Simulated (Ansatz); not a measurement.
Reaction (SMILES): O=BF → B atom + F atom + O atom
B3LYP-D3(BJ)/def2-TZVP geometries, fixed; electronic energies without zero-point terms.

Basis-set convergence of the atomisation energy at B3LYP with Ansatz (a first-principles code). Cartesian d functions, on some or all atoms, in 6-31G**; all else is spherical. The program fits the integrals of some runs and decomposes those of others, by size. Open shells are unrestricted. No added dispersion term, no relativity. Functions are those of the species that has most. Reference: the value in aug-pcseg-3, 356.88 kcal/mol, itself unsure by roughly 0.25 kcal/mol (its mean distance from aug-cc-pVQZ, cc-pV5Z, def2-QZVPPD). Deviations are taken from unrounded values.

```
basis              functions  atomisation energy (kcal/mol)  minus reference (kcal/mol)
-----------------  ---------  -----------------------------  --------------------------
6-31G                     27                         324.23                      -32.65
pcseg-0                   27                         330.77                      -26.11
def2-SVP                  42                         362.05                        5.17
6-31G**                   45                         357.10                        0.22
6-311G**                  54                         352.63                       -4.25
def2-SVPD                 66                         358.12                        1.24
aug-cc-pVDZ               69                         345.49                      -11.39
6-311++G(2d,2p)           81                         354.93                       -1.95
cc-pVTZ                   90                         356.77                       -0.11
pcseg-2                   90                         356.91                        0.03
6-311++G(3df,3pd)        117                         357.97                        1.10
def2-TZVPPD              117                         355.30                       -1.58
jun-cc-pV(T+d)Z          117                         355.19                       -1.69
aug-pcseg-2              138                         357.07                        0.19
cc-pVQZ                  165                         357.47                        0.59
def2-QZVPP               171                         356.43                       -0.44
aug-cc-pVQZ              240                         356.73                       -0.14
aug-pcseg-3              255                         356.88                        0.00
```
